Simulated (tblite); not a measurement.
Compound: C4H7ClOSi.
Geometry (GFN2-xTB, Å), atoms numbered from 1 in this order:
```
atom  x, y, z in Å
C1    -1.0222   -1.6818    0.1511
C2     0.3118   -1.0457    0.0526
C3     0.5452    0.2694   -0.0322
Si4   -0.7933    1.6243   -0.0816
C5     1.8845    0.7909   -0.1922
O6     2.1993    1.8344   -0.6712
Cl7    3.1856   -0.2603    0.4512
H8    -1.8206   -0.9486    0.2112
H9    -1.1872   -2.3199   -0.7174
H10   -1.0534   -2.3251    1.0305
H11    1.1463   -1.7386    0.0232
H12   -0.1752    2.9403   -0.0486
H13   -1.6399    1.4342    1.1019
H14   -1.5815    1.4260   -1.3008
```

Computed values, GFN2-xTB/tblite, gas phase, harmonic and unscaled. This tight-binding method is rough: wavenumbers can miss measured ones by several per cent, in bad cases by 10 to 20. Modes of hydrogen on silicon can be 10 to 20 % off. One conformer, not necessarily the lowest.

Harmonic wavenumbers (cm⁻¹): 38.7, 72.2, 105.1, 160.1, 181.7, 200.7, 282.4, 310.4, 411.7, 471.0, 534.4, 549.2, 617.5, 641.3, 700.2, 767.9, 780.9, 797.7, 844.1, 976.6, 1014.4, 1126.1, 1157.3, 1293.6, 1388.0, 1453.9, 1459.7, 1653.7, 1785.8, 2232.2, 2250.8, 2351.9, 2996.9, 3013.5, 3024.4, 3062.9.

A = 2334, B = 1287, C = 864.1 MHz; mass 133.995 u (most abundant isotopes); point group C1, symmetry number 1.

Question: What is the zero-point energy?

Answer: Half the sum of the wavenumbers: 20354 cm⁻¹ = 243.49 kJ/mol.

Question: What is S at 200 K and 1 bar for an ideal gas of classical rigid rotors and harmonic oscillators?

Answer: Translation 161.64, rotation 117.22, vibration 77.71: S = 356.6 J/(mol K).

Question: And Cp and H(200 K) − H(0)?

Answer: Cp = 113.66 J/(mol K), of which vibrations give 80.41 (their classical limit is 36 R = 299.3); H(200 K) − H(0) = 14.97 kJ/mol without the zero-point energy, 8.32 from vibrations.

Question: What must be added to the electronic energy to get the Gibbs energy at 200 K and 1 bar?

Answer: ZPE + [H(200 K) − H(0)] − T·S = 243.49 + 14.97 − 71.31 = 187.15 kJ/mol.

Question: Which modes carry the vibrational entropy at 200 K?

Answer: 38.7 cm⁻¹: 18.97; 72.2 cm⁻¹: 13.85; 105.1 cm⁻¹: 10.83; 160.1 cm⁻¹: 7.58; 181.7 cm⁻¹: 6.66; 200.7 cm⁻¹: 5.95 J/(mol K); the other 30 give 13.86 together.

Question: Blend soft modes into free rotors: weight 1/[1 + (100 cm⁻¹/ν̃)⁴] for the oscillator and the rest for a rotor with moment μB/(μ + B), μ = h/(8π²ν), B = 10⁻⁴⁴ kg m². What vibrational entropy results?

Answer: 71.35 J/(mol K) in place of 77.71, which changes −T·S at 200 K by +1.27 kJ/mol.

Hindered rotation and anharmonicity are outside this model. Other conformers, if any are populated, would add a mixing term that is left out. The structure is chiral; the term R ln 2 for an equal mix with its mirror image is left out.
